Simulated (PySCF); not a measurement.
## [HfOCl]+ at several levels of theory

Computed with PySCF 2.14.0 (density fitting, no spin-orbit coupling) at the geometry relaxed with PBE0:

```xyz
3
[HfOCl]+ (singlet)
Hf    0.1830    0.0000   -0.4514
O     1.4965    0.0000    0.6426
Cl   -1.6895    0.0000    0.8574
```

```
level                                               basis    state  HOMO (eV)  gap (eV)  charge on Hf1 (e)  dipole about the centre of mass (D)  largest force component (eV/Å)
 PBE0     Hf def2-SVP with ECP60, O def2-SVP, Cl def2-SVP  singlet     -14.24      4.91               1.29                                 6.14                            0.02
 PBE0  Hf def2-TZVP with ECP60, O def2-TZVP, Cl def2-TZVP  singlet     -14.21      4.91               1.56                                 6.10                            0.41
```

Charges are Mulliken's, which hang on the basis. The relaxation used the grid (50, 194), these runs (75, 302) or, all-electron (x2c bases, spin-free X2C Hamiltonian), (99, 590).

Task: A further run in the first row's basis gives HOMO (eV) -12.81, gap (eV) 2.77, charge on Hf1 (e) 1.18, dipole about the centre of mass (D) 5.58, largest force component (eV/Å) 1.10. Which level was it?
A. TPSSh
B. revPBE

Result: B. The others give HOMO -13.49 eV (TPSSh).

In the first row's basis the gap widens with exact exchange: 2.8 eV for revPBE (none); 3.9 to 4.9 eV for TPSSh, PBE0 (a fixed share).
